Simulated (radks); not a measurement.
Spherical quantum dot in the effective-mass picture: electrons in a well V = -V0 / (1 + exp((r - R)/a)) with V0 = 7.43, R = 2.99, a = 0.36, with a point charge +1 (a donor) at the centre, all in effective atomic units (hartree* = m*/eps^2 hartree, bohr* = eps/m* bohr), one dielectric constant everywhere. Method: non-relativistic Kohn-Sham, PBE, spin-polarised, spherical densities; computed with a radial shooting solver with Libxc functionals. Levels are named by radial order and angular momentum (1s, 1p, 1d, 2s, ...), and open shells are averaged over m. Results are scaled to m* = 0.029 and eps = 9.1, for which hartree* = 9.529 meV and bohr* = 16.61 nm.

N = 10, configuration 1s2 1p6 1d(up 2, down 0). This is the lowest configuration that the search found. Occupied levels:

level    occupation  eigenvalue (meV)  <r> (nm)
1s up             1           -26.964     24.70
1s down           1           -26.686     24.16
1p up             3           -21.501     31.36
1p down           3           -21.002     31.16
1d up             2           -15.391     34.64

Energy (meV): total -431.429, kinetic 84.954, external -706.82, Hartree 231.89, exchange-correlation -41.456.
